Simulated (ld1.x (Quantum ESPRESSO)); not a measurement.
**gold (Au), TM: configuration errors across variants**

- Element: gold (Au)
- Generator: ld1.x (Quantum ESPRESSO) 7.5
- Type: norm-conserving Troullier–Martins (Kleinman–Bylander form)
- Functional: PBE
- Relativity: scalar-relativistic
- Frozen core: [Kr] 4d10 4f14
- Valence charge: 19
- Reference configuration: 5s2 5p6 5d9.5 6s0 6p0 (charge +1.5)
- Partial waves: 5p (bound): rc 1.60 bohr; 5d (bound): rc 1.15 bohr; 5s (bound): rc 1.10 bohr
- Local potential: the s channel
- Core correction: none

All-electron excitation energies from the reference (eV): (1) 5s2 5p6 5d10 6s1 6p0 -18.511; (2) 5s2 5p6 5d10 6s0 6p0 -9.103; (3) 5s2 5p6 5d9 6s0 6p0 12.105; (4) 5s2 5p6 5d9 6s1 6p1 -11.015; (5) 5s2 5p6 5d10 6s0.5 6p0 -14.739; (6) 5s1 5p6 5d10 6s1 6p0 96.719; (7) 5s2 5p5 5d10 6s1 6p0 47.594.

3 further variants failed, have other tests or another functional or relativity, and are left out.

Errors AE − PS in meV (a dash: test not solved or not reliable):

| change | (1) | (2) | (3) | (4) | (5) | (6) | (7) | bound ghosts |
| --- | --- | --- | --- | --- | --- | --- | --- | --- |
| base | +266 | +0.8 | -1.3 | +396 | +148 | +287 | +268 | none |
| wave 5p (bound): rc 1.60 bohr becomes 5p (bound): rc 2.40 bohr | +265 | +0.8 | -1.3 | +394 | +148 | +290 | +258 | none |
| wave 5s (bound): rc 1.10 bohr becomes 5s (bound): rc 0.86 bohr | +148 | +0.8 | -1.3 | +245 | +83 | +115 | +91 | none |

(1) Give the same row for: core correction a·sin(br)/r model core inside 1.32 bohr.

## Answers

(1) +264, +0.6, -1.6, +394, +147, +282, +266; bound ghosts: none.
